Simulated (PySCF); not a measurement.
H₄S₃Sn, SMILES [SH][SnH]([SH])[SH]. Atoms are numbered in the order given.

```xyz
8

Sn     0.0000     0.0000     0.4449
S     -2.0940    -0.8424    -0.4258
S      1.7766    -1.3922    -0.4258
S      0.3174     2.2346    -0.4258
H      0.0000     0.0000     2.1524
H     -1.4403    -1.6175    -1.3200
H      2.1210    -0.4386    -1.3200
H     -0.6807     2.0561    -1.3200
```

Geometry optimised at PBE0-D3(BJ)/def2-SVP. The structure was generated by enumeration; whether it is a known compound was not checked. The def2 effective core potentials stand for the cores of Sn; spin–orbit coupling is left out. One conformer was computed; it need not be the lowest.

All values below come from C-PCM-PBE0/def2-SVP in PySCF.

The values are the electrostatic part of the solvation free energy, E(continuum) − E(gas) at the gas-phase geometry, in a cavity of scaled van der Waals radii (PySCF's table); cavitation and dispersion terms are not included. A continuum can't describe solvent molecules that bind to the metal. In vacuum the orbital gap is 6.00 eV. The dipole moment in vacuum is 0.47 D.

### Question
Estimate the values in water (ε = 78.36), acetone (ε = 20.49), toluene (ε = 2.37). (An estimate is asked for; the answer gives what the named calculation found.)

### Answer

```csv
solvent,ε,ΔG(elec) (kcal/mol),dipole (D),gap (eV)
water,78.36,-5.4,0.62,6.06
acetone,20.49,-5.2,0.61,6.06
toluene,2.37,-3.0,0.54,6.04
```
